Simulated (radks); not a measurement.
Spherical jellium clusters: N electrons in a uniform positive sphere of charge N and radius rs N^(1/3), rs = 5.25 bohr. Method: non-relativistic Kohn-Sham, LDA (Slater exchange, Perdew-Wang correlation), spin-polarised, spherical densities; computed with a radial shooting solver with Libxc functionals. Levels are named by radial order and angular momentum (1s, 1p, 1d, 2s, ...), and open shells are averaged over m.

N = 8, configuration 1s2 1p6. This is the lowest configuration that the search found. Occupied and some empty levels:

level,occupation,eigenvalue (eV),<r> (bohr)
1s,2,-3.3238,7.029
1p,6,-2.6108,8.287
1d,0,-1.7045,9.412
2s,0,-1.2639,8.885
1f,0,-0.70208,10.75

Energy (eV): total -14.2304, kinetic 8.2212, external -197.41, Hartree 98.247, exchange-correlation -22.805, background 99.516. Static polarisability (adiabatic kernel): 1513 bohr^3, against R^3 = 1158 for a classical metal sphere.
